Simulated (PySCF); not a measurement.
Radial density of Al- (aluminium, charge -1)

UHF, [Ne] 3s2 3p2, high-spin 3P determinant. Calculation: PySCF 2.14, in aug-cc-pV(T+d)Z with one added diffuse shell each of s, p, d, f type (7s6p5d3f, 71 functions); no relativity, point nucleus.

| r (bohr) | 4πr²ρ (e/bohr) | 4πr²(ρα − ρβ) |
| --- | --- | --- |
| 0.00168 | 0.04769 | 0.0000 |
| 0.00283 | 0.1308 | 0.0000 |
| 0.00475 | 0.3522 | -0.0001 |
| 0.00800 | 0.9155 | -0.0002 |
| 0.0135 | 2.250 | -0.0004 |
| 0.0226 | 5.018 | -0.0010 |
| 0.0381 | 9.541 | -0.0016 |
| 0.0640 | 13.94 | -0.0008 |
| 0.108 | 13.52 | 0.0063 |
| 0.181 | 8.982 | 0.0252 |
| 0.305 | 10.33 | 0.0453 |
| 0.512 | 12.40 | 0.0300 |
| 0.862 | 5.339 | -0.0039 |
| 1.45 | 1.164 | 0.1040 |
| 2.44 | 1.212 | 0.4010 |
| 4.10 | 0.6074 | 0.3848 |
| 6.90 | 0.1423 | 0.1311 |
| 11.6 | 0.01754 | 0.0175 |
| 19.5 | 0.0002678 | 0.0003 |

Question: Where is the radial spin density 4πr²(ρα − ρβ) most negative, and why is it negative at all?

Answer: Around r = 0.862 bohr, down to -0.0039 e/bohr: exchange with the open shell polarises the paired shells in an unrestricted calculation.
